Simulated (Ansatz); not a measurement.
A made-up structure of BGeSiH5, singlet:

```xyz
8
angstrom
B -1.5692 0.5544 -1.3062
Si -0.0964 1.1322 -0.3760
Ge 0.7392 -0.6811 0.9025
H -2.6604 0.2866 -1.6765
H -1.9274 0.2990 -0.2437
H 1.3114 -0.1787 2.2395
H 1.8425 -1.4504 0.1572
H -0.4322 -1.6305 1.2003
```

It is relaxed with PBE-D4/def2-SVP and then PBE0-D4/def2-TZVP (Ansatz 0.2.0). Atoms count as bonded within 1.22 times the sum of their covalent radii (H–H: 0.88 Å). The end point is not checked to be a true minimum.

(1) Does its bonding change? (A judgement: the text doesn't fix the answer.)

Results:

(1) The calculation gives: Yes. Formed: B1–Ge3, Si2–H5; broken: none.

Where it ends: The first stage lowers the energy by 1.27 eV in 21 steps. It ends as BGeSiH₅ ([H]1[BH]2[GeH3][Si]12):
B1  (-1.302, 0.213, -0.708)
Si2  (0.060, 1.427, -0.807)
Ge3  (0.338, -0.726, 0.587)
H4  (-2.248, -0.499, -0.756)
H5  (-1.448, 1.292, 0.026)
H6  (0.429, -0.372, 2.080)
H7  (1.758, -0.921, 0.024)
H8  (-0.380, -2.081, 0.451)
(Å)

Labels in which every atom is bracketed show which atoms are joined, not bond orders.

For scale, one of the runs: PBE0-D4/def2-TZVP relaxation, 146 basis functions, launched by `ansatz run in.yaml --threads 2 --pin off --events-out ev --progress --plain --max-ram 4352MiB`. Hardware: 2 CPU threads of an Arm Neoverse V1, shared host. Wall time about 45 s.
